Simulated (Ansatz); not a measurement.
CH7AlN2Sn, relaxed with RKS PBE0-D4/def2-TZVP in Ansatz from a PBE-D4/def2-SVP geometry. The force threshold is 0.005 eV/Å; the program also tests the step.

The species carries charge 0 and has multiplicity 1. Sn: def2 effective core potential. The bonds changed during the relaxation, so this is another structure than the one it started from.

Start:

```xyz
12

N     0.716    1.362   -0.112
C    -0.462    0.552   -0.856
N    -0.153   -0.816   -1.002
Sn   -0.220   -1.737    0.934
Al   -0.834    0.846    1.077
H     0.772    2.352   -0.396
H     1.645    0.927   -0.222
H    -0.723    1.098   -1.785
H     0.551   -1.046   -1.720
H    -1.256   -3.132    0.791
H     1.362   -2.413    1.275
H    -1.398    2.007    2.015
```

| step | energy (eV) | largest force (eV/Å) | largest move (Å) |
| --- | --- | --- | --- |
| 1 | -16553.0060 | 0.607 | 0.000 |
| 2 | -16553.0608 | 0.350 | 0.088 |
| 3 | -16553.0739 | 0.162 | 0.035 |
| 4 (rejected) | -16553.0707 | 0.383 | 0.036 |
| 5 | -16553.0763 | 0.028 | 0.017 |
| 6 | -16553.0764 | 0.013 | 0.005 |
| 7 | -16553.0764 | 0.011 | 0.008 |
| 8 | -16553.0765 | 0.003 | 0.002 |

End:

```xyz
12

N     0.700    1.338   -0.111
C    -0.464    0.553   -0.839
N    -0.143   -0.815   -0.986
Sn   -0.207   -1.715    0.904
Al   -0.812    0.838    1.073
H     0.758    2.313   -0.386
H     1.606    0.895   -0.223
H    -0.717    1.081   -1.758
H     0.565   -1.023   -1.683
H    -1.245   -3.078    0.783
H     1.348   -2.386    1.244
H    -1.389    1.998    1.981
```

It took 23 s on 2 threads of an AMD EPYC 7R13 on a shared host and a share of an NVIDIA H100 80 GB, with 0.87 GiB of host memory at the peak.
